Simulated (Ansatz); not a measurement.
This geometry of Cl2H2Si + FH + H2O (10 atoms, charge 0, multiplicity 1) is a first-order saddle point.

Level of theory: RKS PBE-D4/def2-SVP in Ansatz.

```xyz
10
Properties=species:S:1:pos:R:3
Si -0.869 0.461 -0.526
H 0.111 -0.787 -0.884
Cl -1.214 0.467 -2.631
Cl 0.711 1.842 -0.080
H -2.142 1.168 -0.186
H 0.421 -0.821 1.382
F -0.969 -0.346 1.058
H 0.888 -0.985 -0.053
O 1.366 -0.969 0.974
H 1.697 -0.030 0.947
```

(1) Which two structures does it join? (They come from a converged band through this point; their orientation in space is the band's.)

(2) How far does it lie above each of them?

## Answers

(1) Bonds broken: Si1–H2, H6–F7, H8–O9. Bonds formed: Si1–F7, H2–H8, H6–O9. Cl2H2Si + FH + H2O becomes Cl2FHSi + H2 + H2O.

First end point:

```xyz
10
Properties=species:S:1:pos:R:3
Si -0.999 0.588 -0.993
H -0.658 -0.854 -1.140
Cl -1.419 1.268 -2.921
Cl 0.740 1.644 -0.417
H -2.152 0.996 -0.151
H 0.100 -0.747 1.447
F -0.854 -0.541 1.335
H 1.867 -1.521 0.673
O 1.631 -0.839 1.329
H 1.744 0.008 0.838
```

Last end point:

```xyz
10
Properties=species:S:1:pos:R:3
Si -1.283 1.167 -0.165
H 1.902 -2.005 -1.717
Cl -1.358 -0.265 -1.618
Cl 0.523 2.161 -0.161
H -2.377 2.156 -0.350
H 0.158 -0.836 1.605
F -1.494 0.483 1.305
H 1.587 -1.781 -1.049
O 0.945 -0.972 1.045
H 1.397 -0.109 1.105
```

(2) 0.67 eV above the first and 1.24 eV above the second. This is the barrier of this one path; another mechanism may lie lower. The orbitals stay closed-shell, which can raise the energy where a bond breaks towards radicals; this wasn't checked here.

Time of the run: 5.4 min on 2 threads of Arm Neoverse V1 (shared host), peak memory 0.15 GiB.
